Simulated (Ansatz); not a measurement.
MgO, closed-shell singlet (the spin of the measured ground state), most abundant isotopes (15.9949 and 23.9850 u). Constants from fifth-degree fits in 1/R to seven points on the lowest solution found; no spin–orbit coupling, no relativity up to Kr; ω_e x_e and α_e move by some per cent with the fit.

Correlated levels freeze the inner cores; with def2 sets outer-core shells near the valence are correlated too.

Programs: Ansatz (Gaussian orbitals). Values without a source in brackets are computed.

Total energies (hartree; each atom in its lowest state at that level) and vibrational constants (cm⁻¹):

```csv
level,E(MgO) at r_e,E(O),E(Mg),ω_e,ω_e x_e
PBE/def2-TZVPP,-275.058634,-75.009672,-199.942973,803,4.7
B3LYP/def2-TZVPP,-275.270006,-75.096275,-200.091523,818,5.2
wB97M-V/def2-TZVPP,-275.210830,-75.077171,-200.059534,842,5.3
CCSD(T)/def2-QZVPP,-274.943337,-74.994067,-199.855391,821,8.8
```

Task: Work out D_e and D₀ in eV.

Result: 
D_e = E(O) + E(Mg) − E(molecule), times 27.2114 eV; D₀ = D_e − (ω_e/2 − ω_e x_e/4)/8065.54.
- PBE/def2-TZVPP: D_e = 2.884, zero point 0.050, D₀ = 2.835 eV
- B3LYP/def2-TZVPP: D_e = 2.237, zero point 0.051, D₀ = 2.186 eV
- wB97M-V/def2-TZVPP: D_e = 2.017, zero point 0.052, D₀ = 1.965 eV
- CCSD(T)/def2-QZVPP: D_e = 2.555, zero point 0.051, D₀ = 2.504 eV
No counterpoise correction is made.

Doubts at one or more of the structures used: a restricted determinant that unrestricted orbitals would lower (CCSD(T)/def2-QZVPP); other coupled-cluster roots lie near (CCSD(T)/def2-QZVPP).

Ansatz is an electronic-structure program.
